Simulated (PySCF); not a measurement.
Identify the compound

Molecular formula: C₄H₅NO₃Si. Simulated spectra:

¹H NMR (300 MHz, computed): δ 9.58 (s, 1H), 8.22 (s, 1H), 4.68 (s, 3H).

¹³C{¹H} NMR (computed): δ 191.0 (CH), 170.8 (CH), 117.9 (C), 76.5 (C).

PySCF 2.14 calculation with GIAO PBE0/pcSseg-1 shieldings and structure optimised with GFN2-xTB; no solvent model, single conformer, fast rotation and ring inversion assumed for equivalent nuclei, non-relativistic.

Shifts are taken against calculated references (same method and geometry level): TMS for ¹H (σ = 31.72 ppm), ¹³C (σ = 186.93 ppm).

Q: Propose a structure and justify it.

A: 
- Rings plus π bonds: 4 (no ring in the answer).
- 4 carbon signals for 4 carbons: no two carbons are equivalent.
- Carbon types of the structure: 2 × C, 2 × CH, leaving 3 H on heteroatoms.
- δC 191.0: aldehyde carbonyl carbon; the double bond to the heteroatom, with no lone-pair donor beside it, deshields it most.
- δC 170.8: ester carbonyl carbon; it is a carbonyl in resonance with an O or N lone pair, the region of acids, esters and amides.
- δC 117.9: nitrile carbon; typical of a nitrile.
- δC 76.5: fully substituted sp3 carbon bonded to O and Si, α to a carbonyl; deshielded by the electronegative neighbour.
- δH 9.58: hydrogen on an aldehyde carbonyl carbon; the formyl region, downfield of aromatic protons.
- δH 8.22: hydrogen on an ester carbonyl carbon.
- δH 4.68: hydrogen on a silicon bonded to C.

Structure: `C(#N)[C@]([SiH3])(C=O)OC=O`.

The shifts were computed for this structure.

Shifts are as computed. Against solution values, carbons near 30 ppm lie about +3 ppm off and those near 130 ppm about +5 ppm. Of 1309 compounds with measured shifts, 239 miss one by over three times the rms of a fit or turn the order of signals round; such compounds aren't used in these exercises. Multiplicities follow the n + 1 count of equivalent neighbours, as no J values were calculated; m marks all less simple cases, F and P coupling included.
